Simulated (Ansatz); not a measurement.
Reaction (formal exchange of groups at a C–F bond): `FCOCS` + `[AlH3]` → `[AlH2][CH2]OCS` + H–F

Gas-phase electronic energies from Ansatz, PBE0-D4/def2-TZVP geometries. CCSD(T)/CBS adds triple-zeta CCSD(T) − MP2 to the extrapolated MP2 energy (def2 sets, frozen cores). This one scheme is used for every species. Functionals use def2-TZVPP. B3LYP here is the variant with VWN-RPA as its local correlation; programs differ in this. Each species was taken in one conformer, which may not be the lowest.

`FCOCS`:

Z-matrix (Å, degrees):
```
C
O 1 1.367
F 1 1.382 2 111.3
H 1 1.099 2 112.0 3 -119.0
H 1 1.091 2 107.4 3 117.9
C 2 1.414 1 113.7 3 70.5
S 6 1.788 2 111.0 1 169.1
H 6 1.097 2 110.2 1 52.1
H 6 1.091 2 110.6 1 -68.2
H 7 1.342 6 96.4 2 74.9
```

`[AlH3]`:

Cartesian coordinates in Å:
```
Al 0.000 0.000 0.000
H -1.302 -0.423 0.800
H 0.851 -1.097 -0.766
H 0.451 1.520 -0.033
```

`[AlH2][CH2]OCS`:

Cartesian coordinates in Å:
```
Al 0.684 0.681 2.293
C 0.585 -0.180 0.525
O -0.136 0.623 -0.397
C -0.301 0.047 -1.649
S -1.420 -1.389 -1.705
H -0.091 2.027 2.608
H 1.563 -0.040 3.402
H 0.102 -1.166 0.628
H 1.596 -0.394 0.136
H -0.685 0.821 -2.312
H 0.649 -0.332 -2.048
H -2.548 -0.696 -1.482
```

H–F:

```xyz
2

F    -0.320    0.321    0.078
H     0.320   -0.321   -0.078
```

```
             level  ΔE (kJ/mol)  difference from CCSD(T)/CBS
            PBE-D4        -42.3                          5.0
         r2SCAN-D4        -36.3                         11.0
           PBE0-D4        -40.8                          6.5
          B3LYP-D4        -36.3                         11.0
            B2PLYP        -34.7                         12.6
            r2SCAN        -35.0                         12.3
    MP2/def2-TZVPP        -49.8                         -2.5
SCS-MP2/def2-TZVPP        -38.6                          8.7
    MP2/def2-QZVPP        -54.3                         -7.0
     MP2/CBS(def2)        -57.3                        -10.0
       CCSD(T)/CBS        -47.3                            0
```

Largest T1 diagnostic among the species: 0.012.

In def2-TZVPP, CCSD(T) changes the Hartree–Fock value by −32.4 kJ/mol (the triples alone add −3.4 kJ/mol) and MP2 by −42.5 kJ/mol. The D4 term adds −7.7 kJ/mol with B3LYP and −4.3 kJ/mol with PBE0; it sums over pairs of atoms, weighted by their polarisabilities, and B3LYP, whose exchange is more repulsive, gets the larger term.
